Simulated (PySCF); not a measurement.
Zn(19+): ionisation energy

Zn(19+) [Ne] 3s1 (2S) → Zn(20+) [Ne] (1S), as a difference of total energies. All numbers are calculated (PySCF 2.14, the non-relativistic Hamiltonian (point nucleus), in an even-tempered Gaussian basis (16 s from 1.7 bohr⁻², ratio 2.5; 11 p from 2.2 bohr⁻², ratio 2.5; 5 d from 8.7 bohr⁻², ratio 2.7; 4 f from 13 bohr⁻², ratio 2.7)). Correlated levels: outer shells: 1s2 frozen; virtual orbitals above 40 to 60 times the deepest correlated orbital energy dropped. The calculations carry no spin-orbit coupling.

```json
{"method": "UHF", "ionisation energy (eV)": "728.93"}
{"method": "MP2 (outer shells)", "ionisation energy (eV)": "729.54"}
{"method": "SCS-MP2 (outer shells)", "ionisation energy (eV)": "729.43"}
{"method": "CCSD (outer shells)", "ionisation energy (eV)": "729.54"}
{"method": "CCSD(T) (outer shells)", "ionisation energy (eV)": "729.54"}
```

Task: How much does correlation contribute at CCSD(T) (outer shells)?

Result: 729.54 − (728.93) = 0.61 eV, measured against UHF.

These non-relativistic numbers lack the scalar-relativistic shift.

For comparison: 737.37 eV (semi-empirical (NIST evaluation); NIST Atomic Spectra Database, ionization energies).
